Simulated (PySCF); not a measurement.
C₃H₆OSi, SMILES O=C([SiH3])C=C. Atoms are numbered in the order given.

```xyz
11

C      0.3068    -2.4677     0.0000
C      0.7188    -1.1959     0.0000
C     -0.2740    -0.0740     0.0000
O     -1.4737    -0.2820     0.0000
Si     0.2874     1.7760     0.0000
H     -0.7666    -2.6855     0.0000
H      1.0095    -3.3062     0.0000
H      1.7833    -0.9371     0.0000
H      1.7749     1.9033     0.0000
H     -0.2726     2.4212    -1.2189
H     -0.2726     2.4212     1.2189
```

The structure is a stationary point at ωB97X-D3(BJ)/def2-SVP. One conformer was computed; it need not be the lowest.

Two levels are set side by side: PBE/pcSseg-1 (PySCF) and HF/pcSseg-1 (PySCF). GIAO shifts against H2O (¹⁷O), TMS (²⁹Si), TMS (¹H), TMS (¹³C) at the same level; non-relativistic, no solvent, atoms listed together averaged. Differences are taken from unrounded values.

```
quantity                 HF    PBE  PBE minus HF
--------------------  -----  -----  ------------
δ(¹³C) of C1 (ppm)    140.6  132.7          -7.9
δ(¹³C) of C2 (ppm)    140.1  144.0           3.9
δ(¹³C) of C3 (ppm)    232.1  226.5          -5.6
δ(¹⁷O) of O4 (ppm)    801.6  805.9           4.3
δ(²⁹Si) of Si5 (ppm)  -74.2  -95.0         -20.8
δ(¹H) of H8 (ppm)      7.16   7.20          0.04
```

Rough cost on one machine, each run with all the roots and properties that it gave: HF against PBE within a factor of 2.
